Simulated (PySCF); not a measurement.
B(Cl)(F)(OAc) (C2H3BClFO2), SMILES CC(=O)OB(F)Cl. Atoms are numbered in the order given.

```xyz
10

B      0.7236     0.4682     0.6379
Cl     0.3584    -0.8847     1.6944
F      1.5458     1.4123     1.0618
O      0.2686     0.5751    -0.6441
C     -0.8620    -0.0195    -1.1884
C     -0.6768    -0.2588    -2.6583
O     -1.8365    -0.2498    -0.5329
H     -1.6001    -0.6652    -3.0856
H      0.1562    -0.9622    -2.8127
H     -0.4034     0.6840    -3.1554
```

The structure is a stationary point at TPSSh-D3(BJ)/def2-SVP. This is a generated structure with no PubChem entry under its InChIKey; it may be hypothetical. Other conformers were not sampled.

Two levels are set side by side: PBE/pcSseg-1 (PySCF) and HF/pcSseg-1 (PySCF). GIAO shifts against BF3 (¹¹B), CFCl3 (¹⁹F), H2O (¹⁷O), HCl (³⁵Cl), TMS (¹H), TMS (¹³C) at the same level; non-relativistic, no solvent, atoms listed together averaged. Without spin–orbit terms, shifts of atoms bonded to Cl or Br come out too high at both levels. Differences are taken from unrounded values.

```
quantity                 HF
--------------------  -----
δ(¹¹B) of B1 (ppm)     12.4
δ(³⁵Cl) of Cl2 (ppm)   47.6
δ(¹⁹F) of F3 (ppm)    -49.3
δ(¹⁷O) of O4 (ppm)    222.5
δ(¹³C) of C5 (ppm)    176.3
δ(¹³C) of C6 (ppm)     25.3
δ(¹⁷O) of O7 (ppm)    504.1
```

What does PBE give, and how far is it from HF? (The exact figures need the calculation; the answer reports its results.)


| quantity | PBE | PBE minus HF |
|---|---|---|
| δ(¹¹B) of B1 (ppm) | 10.5 | -1.9 |
| δ(³⁵Cl) of Cl2 (ppm) | 109.4 | 61.8 |
| δ(¹⁹F) of F3 (ppm) | -85.0 | -35.7 |
| δ(¹⁷O) of O4 (ppm) | 291.2 | 68.7 |
| δ(¹³C) of C5 (ppm) | 171.2 | -5.0 |
| δ(¹³C) of C6 (ppm) | 25.5 | 0.1 |
| δ(¹⁷O) of O7 (ppm) | 511.9 | 7.8 |

Rough cost on one machine, each run with all the roots and properties that it gave: HF against PBE within a factor of 2.
